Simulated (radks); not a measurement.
Spherical jellium clusters: N electrons in a uniform positive sphere of charge N and radius rs N^(1/3), rs = 5.79 bohr. Calculated with a radial shooting solver with Libxc functionals: non-relativistic Kohn-Sham, PBEsol, spin-polarised, spherical densities. Levels are named by radial order and angular momentum (1s, 1p, 1d, 2s, ...), and open shells are averaged over m.

N = 9, configuration 1s2 1p6 1d(up 1, down 0). This is the lowest configuration that the search found. Occupied levels:

level    occupation  eigenvalue (eV)  <r> (bohr)
1s up             1          -3.0861       8.101
1s down           1          -3.0395       7.769
1p up             3          -2.5509       9.346
1p down           3          -2.4559       9.163
1d up             1          -1.8380       10.37

Energy (eV): total -15.2296, kinetic 8.2074, external -218.64, Hartree 109.17, exchange-correlation -23.766, background 109.81.
